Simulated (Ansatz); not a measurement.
Basis-set extrapolation for `O=Nc1ccccc1` (PBE0-D4/def2-TZVP geometry, frozen core, the Gaussian-basis code of Ansatz). Multiplicity 1, RHF reference.

```
                      def2-TZVPP   def2-QZVPP
                 HF  -359.479739  -359.494888
    MP2 correlation    -1.358639    -1.449992
CCSD(T) correlation    -1.450196      not run
```

Energies in hartree. Use E(X) = E(∞) + A·exp(−7.88·√X) for Hartree–Fock and E(X) = E(∞) + B·X^(−2.97) for correlation, with X = 3 and 4, and add CCSD(T) minus MP2 of the smaller set to the MP2 limit.

Question: What is the CCSD(T) energy at the basis-set limit?

Answer: HF limit: -359.494888 + (-0.015149) × 0.13774 = -359.49697. MP2 limit: -1.449992 + (-0.091353) × 0.74074 = -1.51766. Higher-order term: -1.450196 − (-1.358639) = -0.09156. Total: -361.10619 hartree, 462.8 kJ/mol below CCSD(T)/def2-TZVPP.
